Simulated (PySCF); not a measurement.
# Cd¹⁵⁺: ionisation energy

Cd¹⁵⁺ [Ar] 3d10 4s2 4p3 [4p1/2^2 4p3/2^1, M_J = 3/2] → Cd¹⁶⁺ [Ar] 3d10 4s2 4p2 [4p1/2^2, M_J = 0], as a difference of total energies. Calculation: PySCF 2.14, in an even-tempered Gaussian basis (18 s from 0.75 bohr⁻², ratio 2.8; 14 p from 0.97 bohr⁻², ratio 2.8; 9 d from 1.7 bohr⁻², ratio 2.8; 4 f from 6 bohr⁻², ratio 3); the two-component X2C-1e Hamiltonian. Correlated levels: [Ne] frozen; the 82 highest virtual spinors dropped. "Screened" scales the spin-orbit matrix elements by Boettger's factors to mimic the two-electron term; Breit and QED terms are absent.

```csv
method,ionisation energy (eV)
GHF (screened spin-orbit),385.60
GMP2 (screened spin-orbit),386.07
```

How much does correlation contribute at GMP2 (screened spin-orbit)?

386.07 − (385.60) = 0.47 eV, measured against GHF (screened spin-orbit).

Breit and QED terms and the two-electron picture change are absent.

The labels give the starting determinants; with spin-orbit coupling the two ends relaxed to ⟨J²⟩ = 3.77, ⟨L²⟩ = 0.88, ⟨S²⟩ = 2.74 and ⟨J²⟩ = 0.00, ⟨L²⟩ = 1.34, ⟨S²⟩ = 1.34.

For comparison: 385 ± 3 eV (theoretical estimate listed by NIST; NIST Atomic Spectra Database, ionization energies).
